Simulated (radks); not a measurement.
All-electron atom: Cr21+ in [He] 2s1 (the NIST ground configuration).

Calculated with a radial shooting solver on a logarithmic mesh with Libxc functionals: scalar-relativistic Kohn-Sham, PBE, spin-polarised, spherical densities, finite nucleus; open shells are filled with parallel spins first; Fermi nuclear charge, rms radius 3.6452 fm.

Energy parts (hartree):
total: -628.53796
kinetic: 637.88955
electron-nucleus: -1290.67973
Hartree: 41.22480
exchange-correlation: -16.97259

Orbitals (lengths in bohr, moments of r in powers of bohr; r(90%) holds 90 % of the orbital's charge):
1s up: occ. 1; eigenvalue (hartree) -265.1011; <r^2> 0.005329; <r^4> 0.00007231; r(90%) 0.112; <r> 0.06303
1s down: occ. 1; eigenvalue (hartree) -264.8595; <r^2> 0.005326; <r^4> 0.00007211; r(90%) 0.112; <r> 0.06302
2s up: occ. 1; eigenvalue (hartree) -62.02359; <r^2> 0.07954; <r^4> 0.01043; r(90%) 0.398; <r> 0.2610
2p up: occ. 0; eigenvalue (hartree) -60.06581; <r^2> 0.05992; <r^4> 0.006760; r(90%) 0.358; <r> 0.2231
3s up: occ. 0; eigenvalue (hartree) -26.57666; <r^2> 0.4061; <r^4> 0.2373; r(90%) 0.862; <r> 0.5979

The highest occupied level is 2s up at -1687.7 eV. The electron density at the nucleus is 1.116e+04 e/bohr^3 (large components only). The spin density at the nucleus is 615.8 e/bohr^3 (1s 2.0, 2s 613.8). Spin moment in Bohr magnetons: 1. For comparison, the ionisation energy in NIST's Atomic Spectra Database is 1721.2 eV (theoretical). In exact Kohn-Sham theory the highest level is minus the ionisation energy, but local and semilocal functionals leave it too shallow, through self-interaction and a potential that decays too fast; potentials with the right tail come closer.
